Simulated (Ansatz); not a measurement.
Zr₂Si₂. The state is a singlet with charge 0. Geometry B3LYP-D4/def2-SVP; atoms count from 1.

Cartesian coordinates in Å:
```
Zr -1.027 -0.933 -0.370
Zr -1.069 1.530 -1.012
Si 0.889 0.733 0.339
Si 1.207 -1.331 1.043
```

In the def2 sets Zr takes a core potential; there is no spin–orbit coupling. The restricted singlet is unstable towards broken spin symmetry at other levels; at PBE0-D4/def2-TZVP this wasn't settled. No other spin state of charge 0 was run. The geometry of the singlet was relaxed on an unsound state (restricted singlet, unstable towards broken spin symmetry at other levels and untested here). Another isomer (quintet) lies 1.00 eV lower at PBE0-D4/def2-TZVP; other spin states weren't run for this one.

Q: Estimate the Mulliken populations from the PBE0/def2-TZVP orbitals of Ansatz.

A: 
```tsv
atom	charge (e)	d electrons
Zr1	0.31	2.78
Zr2	0.21	2.73
Si3	-0.28	–
Si4	-0.24	–
```
Mulliken values and Mayer orders depend strongly on the basis.

Q: And the Mayer bond orders between bonded heavy atoms (over 0.3)?

A: Zr1–Zr2 2.61 (2.55 Å); Zr1–Si3 0.82 (2.64 Å); Zr1–Si4 1.16 (2.67 Å); Zr2–Si3 1.25 (2.51 Å); Si3–Si4 1.56 (2.20 Å). Values over 0.3 also appear between atoms too far apart for a bond (Zr2–Si4 0.33 at 4.19 Å); they arise where an orbital or an unpaired electron spreads over both atoms.
